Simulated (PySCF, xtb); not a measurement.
**Relative energy of two conformers of BrGeHO**

Structure X is `[OH][Ge][Br]`, a singlet and structure Y is `[OH][Ge][Br]`, a singlet. Both are isolated molecules in the gas phase, relaxed with PBE0-D4/def2-SVP.

X (Å):

```xyz
4

Br   -3.0409    2.2090    2.8877
Ge   -2.4336    0.3165    1.6406
O    -1.5400    1.1834    0.3638
H    -1.1754    0.5843   -0.3009
```

Y (Å):

```json
{"atom": "Br", "x (Å)": "-0.8679", "y (Å)": "-1.5004", "z (Å)": "0.4162"}
{"atom": "Ge", "x (Å)": "0.7107", "y (Å)": "0.0202", "z (Å)": "1.3436"}
{"atom": "O", "x (Å)": "0.4489", "y (Å)": "1.3779", "z (Å)": "0.2349"}
{"atom": "H", "x (Å)": "-0.2168", "y (Å)": "1.2365", "z (Å)": "-0.4526"}
```

Energies in hartree; the thermal terms are from GFN2-xTB frequencies at re-optimised GFN2-xTB minima (ideal gas, soft modes damped towards free rotors, one conformer each, 200 K, 1 atm) and include the zero-point energy:

```
                               X            Y
E, CCSD(T)/def2-SVP  −4723.300160  −4723.304707
    E, MP2/def2-SVP  −4723.280123  −4723.284751
  E, MP2/def2-TZVPP  −4724.079994  −4724.084048
  zero-point energy      0.012505      0.012501
       H(200 K) − E      0.018151      0.018098
       G(200 K) − E     −0.017095     −0.017100
```

Task: Correct the CCSD(T) difference for the basis set by the MP2 change, then work out ΔE, ΔE₀, ΔH and ΔG for X → Y in kJ/mol (1 Eh = 2625.50 kJ/mol) and the equilibrium ratio [Y]/[X].

Result: 1. Differences Y − X: CCSD(T) −0.004547, MP2 in the small set −0.004628, MP2 in the large set −0.004054 Eh.
2. ΔE = −0.004547 + (−0.004054 − (−0.004628)) = −0.003973 Eh = −10.43 kJ/mol.
3. ΔE₀ = ΔE + ΔZPE = −0.003973 + (−0.000004) Eh = −10.44 kJ/mol.
4. ΔH = ΔE + (−0.000053) Eh = −10.57 kJ/mol.
5. ΔG = ΔE + (−0.000005) Eh = −10.44 kJ/mol, so ΔS = (ΔH − ΔG)/T = −0.6 J/(mol K).
6. kT = 0.6334 mEh, so K = [Y]/[X] = exp(−ΔG/kT) = exp(+6.28) ≈ 530.

Structure Y is favoured at this temperature. An error of 4 kJ/mol in ΔG would change K by a factor of 11. Mirror images and further conformers aren't counted.

Other levels gave ΔE = −12.9 (PBE0-D4/def2-SVP); −14.5 (HF/def2-SVP); −12.2 (MP2/def2-SVP); −11.9 (CCSD(T)/def2-SVP) kJ/mol. The correlated steps freeze 19 core orbitals; the filled d shell of Br and Ge is correlated, in a basis made for valence electrons. Programs: PySCF 2.14.0, xtb 6.7.1.
